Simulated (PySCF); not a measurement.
**[Cs9]+ at several levels of theory**

Computed with PySCF 2.14.0 (density fitting, no spin-orbit coupling) at the geometry relaxed with PBE:

```xyz
9
[Cs9]+ (singlet)
Cs    3.7624    0.0000   -2.9110
Cs    0.0000    3.7624   -2.9110
Cs   -3.7624    0.0000   -2.9110
Cs    0.0000   -3.7624   -2.9110
Cs    2.6786    2.6786    1.5573
Cs   -2.6786    2.6786    1.5573
Cs   -2.6786   -2.6786    1.5573
Cs    2.6786   -2.6786    1.5573
Cs    0.0000    0.0000    5.4148
```

| level | basis | state | HOMO (eV) | gap (eV) | charge on Cs1 (e) | dipole about the centre of mass (D) | largest force component (eV/Å) |
| --- | --- | --- | --- | --- | --- | --- | --- |
| PBE | Cs def2-SVP with ECP46 | singlet | -4.36 | 0.79 | -0.01 | 0.18 | 0.01 |
| CAM-B3LYP | the same | singlet | -5.01 | 2.34 | -0.04 | 0.29 | 0.03 |
| M06-L | the same | singlet | -4.09 | 0.60 | 0.16 | 0.47 | 0.11 |
| BP86 | the same | singlet | -4.44 | 0.80 | -0.03 | 0.33 | 0.01 |
| PBE | Cs def2-TZVP with ECP46 | singlet | -4.33 | 0.76 | -0.09 | 0.16 | 0.02 |

Charges are Mulliken's, which hang on the basis. The relaxation used the grid (50, 194), these runs (75, 302) or, all-electron (x2c bases, spin-free X2C Hamiltonian), (99, 590).

Question: What does TPSS with Cs def2-SVP with ECP46 give here?

Answer: state singlet, HOMO (eV) -4.21, gap (eV) 0.79, charge on Cs1 (e) 0.02, dipole about the centre of mass (D) 0.07, largest force component (eV/Å) 0.06. Time: 28 s on 8 threads of Arm Neoverse N1 (shared host), from an already converged density.

In the first row's basis the gap widens with exact exchange: 0.6 to 0.8 eV for M06-L, PBE, TPSS, BP86 (none); 2.3 eV for CAM-B3LYP (rising or full at long range).

A frequency check found unstable modes (1, the lowest at -12 cm⁻¹), so the relaxed geometry is a saddle point, or these are noise. The gap of the closed shell is small, and it wasn't tested for a lower spin-broken solution at this geometry.

Small gap, closed shell not tested for a spin-broken solution: M06-L, TPSS, BP86, PBE (small-core/TZVP).
